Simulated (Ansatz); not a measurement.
Geometry optimisation, RKS PBE-D4/6-31G* (Ansatz).

input.yaml

```yaml
crystal:
  periodic: [false, false, false]
  atoms:
    - { symbol: Si, position_ang: [-1.17761, -0.105053, -0.460523] }
    - { symbol: F, position_ang: [0.149369, -0.061529, -1.46419] }
    - { symbol: H, position_ang: [-1.528207, -1.543356, -0.263307] }
    - { symbol: H, position_ang: [-0.878191, 0.706657, 0.756088] }
    - { symbol: "N", position_ang: [-2.579921, 0.62145, -1.158117] }
    - { symbol: H, position_ang: [1.48782, -1.218399, -0.193843] }
    - { symbol: O, position_ang: [1.412323, -1.191191, 0.777807] }
    - { symbol: C, position_ang: [2.073996, 0.004118, 1.190127] }
    - { symbol: H, position_ang: [-2.629355, 1.637399, -1.222738] }
    - { symbol: H, position_ang: [-3.078462, 0.173526, -1.928599] }
    - { symbol: H, position_ang: [3.161645, -0.021288, 0.971131] }
    - { symbol: H, position_ang: [1.948194, 0.091211, 2.280273] }
    - { symbol: H, position_ang: [1.6384, 0.906353, 0.715791] }
basis:
  gaussian: { orbitals: "6-31G*" }
hamiltonian:
  xc: pbe
  dispersion: d4
relax:
  f_tol: 0.03
  max_steps: 50
```

Launched with:

```bash
$ ansatz run input.yaml --threads 2 --pin off --max-ram 3072MiB --backend cpu --events-out ev --progress --plain --runs-dir out
```

**Question.** Where does it end, and by what steps?

**Answer.** It converged. After 8 steps the energy has fallen by 0.026 eV; H13 moved furthest, 0.41 Å.

```csv
step,energy less start (eV),largest force component (eV/Å),accepted
0,0.0000,0.330,yes
1,-0.0113,0.175,yes
2,-0.0166,0.062,yes
3,-0.0203,0.207,yes
4,-0.0228,0.137,yes
5,-0.0249,0.109,yes
6,-0.0257,0.082,yes
7,-0.0263,0.035,yes
8,-0.0264,0.013,yes
```

```xyz
13
Properties=species:S:1:pos:R:3
Si -1.196 -0.061 -0.494
F 0.075 -0.158 -1.548
H -1.532 -1.448 -0.066
H -0.810 0.911 0.571
N -2.629 0.580 -1.212
H 1.382 -0.910 -0.301
O 1.395 -1.100 0.661
C 2.142 -0.057 1.281
H -2.687 1.571 -1.446
H -3.171 0.019 -1.869
H 3.198 -0.034 0.941
H 2.135 -0.259 2.364
H 1.698 0.947 1.116
```

Whether the end is a true minimum wasn't checked by a vibrational analysis.

Run time: 13 s on 2 threads of INTEL(R) XEON(R) PLATINUM 8581C CPU @ 2.10GHz (Emerald Rapids), with other jobs on the host, peak memory 0.2 GiB.
